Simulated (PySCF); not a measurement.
**AuSBr: bending curve**

These are results of PySCF, UB3LYP, basis Au def2-SVP with ECP60, S def2-SVP, Br def2-SVP (scalar-relativistic core potentials, no spin–orbit coupling, density fitting), not measurements.

Rigid scan from the triplet minimum (Au–Br 2.397 Å, Au–S 2.214 Å; Br–Au–S 180.0°). Coordinate: the S–Au–Br angle, bonds fixed. Energies in kJ/mol from the minimum.

**Question.** Predict the curve at 80, 90, 100, 110, 120, 130, 140, 150, 160, 170, 180.

**Answer.** 
| bond angle (°) | E (kJ/mol) | dipole size (D) | ⟨S²⟩ |
| --- | --- | --- | --- |
| 80 | 182.3 | 2.30 | 2.01 |
| 90 | 150.1 | 2.21 | 2.01 |
| 100 | 125.1 | 2.05 | 2.01 |
| 110 | 102.5 | 1.94 | 2.01 |
| 120 | 81.1 | 1.93 | 2.01 |
| 130 | 60.6 | 2.00 | 2.01 |
| 140 | 41.4 | 2.11 | 2.01 |
| 150 | 24.7 | 2.20 | 2.01 |
| 160 | 11.4 | 2.26 | 2.01 |
| 170 | 2.9 | 2.28 | 2.01 |
| 180 | 0.0 | 2.30 | 2.01 |

Other spin states or occupations of the open shell can lie lower. Spin–orbit coupling, left out here, can matter for elements this heavy.

The scan took 21 s on 2 threads of a shared Arm Neoverse V2 host; the process peaked at 0.8 GiB. Launch command: `OMP_NUM_THREADS=2 python axn.py task.json out`.
